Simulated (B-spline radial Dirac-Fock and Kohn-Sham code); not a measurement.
Ionisation of each subshell: Ir³²⁺

System: Ir³²⁺, [Kr] 4d9; nuclear rms radius 5.4032 fm (A = 193).

Input of the calculation (task.json; shells as n, l, electrons):

```json
{"items": [{
  "Z": 77,
  "q": 32,
  "cfg": [[1, 0, 2], [2, 0, 2], [2, 1, 6], [3, 0, 2], [3, 1, 6], [3, 2, 10], [4, 0, 2], [4, 1, 6], [4, 2, 9]],
  "A": 193,
  "rrms": 5.4032,
  "do": ["binding"]
}]}
```

Command: `python xray_run.py task.json out`

The computed values come from a radial atomic solver: Dirac-Fock (average of configuration) total-energy differences with a finite nucleus, the Breit interaction including its frequency dependence, and self-energy and vacuum-polarisation corrections. The model has no electron correlation. Energies are counted from the vacuum level. Subshells whose hole state is unreliable or did not converge are left out.

All terms are in eV, carry their sign (relaxation lowers the binding energy) and add up to the binding energy; ⟨r⟩ is the mean radius of the orbital in the initial state.

```csv
subshell,−ε (Koopmans),relaxation,Gaunt,retardation,self-energy,vacuum polarisation,binding energy,⟨r⟩ (bohr)
K,77821.0,-67.18,-289.10,26.80,-171.57,34.03,77354.0,0.017
L1,14763.5,-30.62,-32.75,2.43,-25.17,4.70,14682.1,0.073
L2,14164.1,-35.35,-55.79,5.97,-0.43,0.25,14078.8,0.060
L3,12535.1,-31.86,-38.18,8.22,-1.93,-0.17,12471.2,0.069
M1,4448.1,-9.60,-6.33,0.44,-5.87,1.07,4427.8,0.189
M2,4182.4,-10.52,-10.81,1.01,-0.21,0.06,4161.9,0.179
M3,3816.3,-9.29,-7.19,1.61,-0.48,-0.05,3800.9,0.194
M4,3380.7,-11.45,-4.73,0.41,0.43,-0.05,3365.3,0.169
N1,1820.5,-1.68,-1.79,0.16,-1.69,0.31,1815.8,0.397
N2,1703.3,-1.76,-2.97,0.31,-0.06,0.02,1698.8,0.396
N3,1598.4,-1.51,-1.95,0.48,-0.14,-0.01,1595.3,0.419
"N4,5",1395.0,-1.58,-0.94,0.15,0.08,-0.01,1392.7,0.421
```

For the deepest level, K (1s), the Breit terms make up -0.339 % of the binding energy, QED -0.178 % and orbital relaxation -0.087 %.

Spin-orbit splittings: 2p 1607.6 eV, 3p 361.0 eV, 4p 103.6 eV.

Going to the tabulated ground configuration of the next ion removes an electron from N4,5 (4d), computed at 1392.7 eV. NIST lists 1381 ± 4 eV as the ionisation energy of this species (theoretical), -11.70 eV from the computed value. Where a p, d or f shell is open in either ion the computed value averages over both j values and all terms, while the table refers to the lowest levels; that difference holds spin-orbit splitting (largest in heavy or highly charged ions), term energies where several electrons share open shells, and correlation, and it can reach 10 % or more.
